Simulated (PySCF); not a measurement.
From computed data to an observable: chemical shift, span and skew from a shielding tensor

Si(F)3(SH) (F3HSSi), SMILES F[Si](F)(S)F. Atoms are numbered in the order given.

```xyz
6

F     -0.7432    -0.9505     1.2756
Si     0.0083    -0.3452     0.0000
F     -0.7432    -0.9505    -1.2756
F      1.5140    -0.8748     0.0000
S      0.0579     1.7485     0.0000
H     -1.2916     1.8399     0.0000
```
Charge 0, spin multiplicity 1.

Geometry optimised at PBE0-D3(BJ)/def2-SVP. One conformer was computed; it need not be the lowest.

GIAO shieldings from PBE0/pcSseg-1 (PySCF), non-relativistic, no solvent. The symmetric part of the tensor of Si2 has the principal values 360.0, 392.3, 444.3 ppm. The same nucleus in TMS has σ = 352.7 ppm at this level (PySCF, at its B3LYP-D3(BJ)/def2-TZVP geometry).

**Question.** Work out the isotropic shielding, the ²⁹Si shift against TMS, the span and the skew.

**Answer.** 
σ(iso) = (σ11 + σ22 + σ33)/3 = 398.9 ppm. δ = σ(ref) − σ(iso) = 352.7 − (398.9) = -46.2 ppm.
Span Ω = σ33 − σ11 = 84.3 ppm. Skew κ = 3(σ(iso) − σ22)/Ω = 0.23. Tumbling in solution averages the tensor to δ; in a static solid the shielding alone would spread this spin-1/2 line over Ω.
